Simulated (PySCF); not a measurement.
Cartesian coordinates in Å; atom numbers follow the order of the lines, from 1:
```xyz
25

N     3.8149    0.7635    0.8401
Si    3.5622   -0.5876   -0.2254
C     1.7534   -1.0646   -0.1126
Si    0.6249    0.4373   -0.0371
N    -0.9731   -0.0088   -0.5642
C    -1.7386   -1.0766    0.0479
C    -2.9072   -0.3767    0.7684
C    -3.0534    0.9734    0.0346
C    -1.9587    0.9369   -1.0484
H     4.6444    1.3363    0.7290
H     3.5881    0.6653    1.8243
H     3.9074   -0.1046   -1.5977
H     4.4174   -1.7947    0.0479
H     1.5942   -1.6910    0.7820
H     1.4814   -1.6783   -0.9881
H     0.6687    0.9687    1.3713
H     1.0654    1.5244   -0.9606
H    -1.1197   -1.6899    0.7216
H    -2.1318   -1.7583   -0.7325
H    -2.6608   -0.2155    1.8285
H    -3.8267   -0.9804    0.7389
H    -2.8798    1.8106    0.7271
H    -4.0544    1.1153   -0.3997
H    -2.3900    0.5761   -2.0037
H    -1.5114    1.9217   -1.2509
```

Geometry: PBE0-D3(BJ)/def2-SVP; GIAO shifts from PySCF, gas phase, non-relativistic, averaged over equivalent atoms.

At PBE0/pcSseg-1 (247 basis functions, 68 s wall time on 1 thread of an Arm Neoverse V2, shared host):
| atoms | δ (ppm) |
| --- | --- |
| N5 | 52.4 |
| N1 | 11.2 |
| Si4 | -27.7 |
| Si2 | -29.2 |
| C6/C9 | 50.9 |
| C7/C8 | 26.8 |
| C3 | -3.4 |
| H12/H13 | 4.98 |
| H16/H17 | 4.80 |
| H18/H19/H24/H25 | 2.89 |
| H20/H21/H22/H23 | 1.50 |
| H14/H15 | 0.20 |
| H10/H11 | -0.17 |

Chemical shifts δ = σref − σ; 15N (σref 265.67) against NH3; TMS for 29Si (σref 351.99) and 13C (σref 184.41) and 1H (σref 31.27), all at this level.

**Question.** Estimate the result of repeating the calculation with KT3/pcSseg-1.

**Answer.** 
| atoms | δ at KT3/pcSseg-1 | change |
| --- | --- | --- |
| N5 | 58.1 | +5.7 |
| N1 | 12.7 | +1.5 |
| Si4 | -31.0 | -3.3 |
| Si2 | -29.9 | -0.7 |
| C6/C9 | 51.7 | +0.8 |
| C7/C8 | 27.7 | +0.9 |
| C3 | -2.4 | +1.0 |
| H12/H13 | 4.96 | -0.02 |
| H16/H17 | 4.77 | -0.03 |
| H18/H19/H24/H25 | 2.99 | +0.10 |
| H20/H21/H22/H23 | 1.52 | +0.02 |
| H14/H15 | 0.26 | +0.06 |
| H10/H11 | -0.23 | -0.06 |

Shifts are taken against calculated references (same method and geometry level): NH3 for 15N (σref 262.01); 29Si (σref 365.51) and 13C (σref 182.31) and 1H (σref 31.32) vs TMS.

The largest change is at N5 (nitrogen bonded to 2 C, Si, in a 5-membered ring). Cost: 247 basis functions, 73 s wall time on 1 thread of an Arm Neoverse V2, shared host. The order of the carbon signals is the same at both levels.

Experimental scales use liquid or dissolved standards, which lie at an offset from isolated NH3 (liquid NH3: subtract about 20 ppm).
